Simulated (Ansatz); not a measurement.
Compare A (`N/C=[CH]/[SnH3]`) with its isomer B (`C[N]1[CH2][SnH2]1`).

Program: Ansatz. Geometries: PBE0-D4/def2-TZVP. ΔE: electronic, gas phase. CBS: MP2 limit from def2 TZ/QZ plus the TZ coupled-cluster correction, frozen cores. DFT in def2-TZVPP. B3LYP here is the variant with VWN-RPA as its local correlation; programs differ in this. Elements past krypton have def2 core potentials. For Sn outer-core shells are correlated without core-valence functions, which leaves a few kJ/mol of doubt a bond. One conformer a species, not always the lowest.

Question: Which isomer does CCSD(T)/CBS put lower? Give the gap. (Best estimate.)

Answer: The calculation gave: A, by 14.7 kcal/mol.

Question: Give E(B) − E(A) in kcal/mol with HF/def2-TZVPP, B2PLYP, PBE0-D4, B3LYP, r2SCAN-D4, ωB97M-V, CCSD/def2-TZVPP. (Estimate.)

Answer: The calculation gave: HF/def2-TZVPP 17.2, B2PLYP 13.1, PBE0-D4 14.8, B3LYP 11.3, r2SCAN-D4 13.8, ωB97M-V 14.9, CCSD/def2-TZVPP 15.7. None reverses the order clearly.

Largest T1 diagnostic: 0.015.

From PBE to PBE0 (25 % exact exchange), in def2-TZVPP and without D4, E(B) − E(A) moves by +3.9 kcal/mol. The D4 term adds −1.1 kcal/mol with B3LYP and −0.6 kcal/mol with PBE0; it sums over pairs of atoms, weighted by their polarisabilities, and B3LYP, whose exchange is more repulsive, gets the larger term.
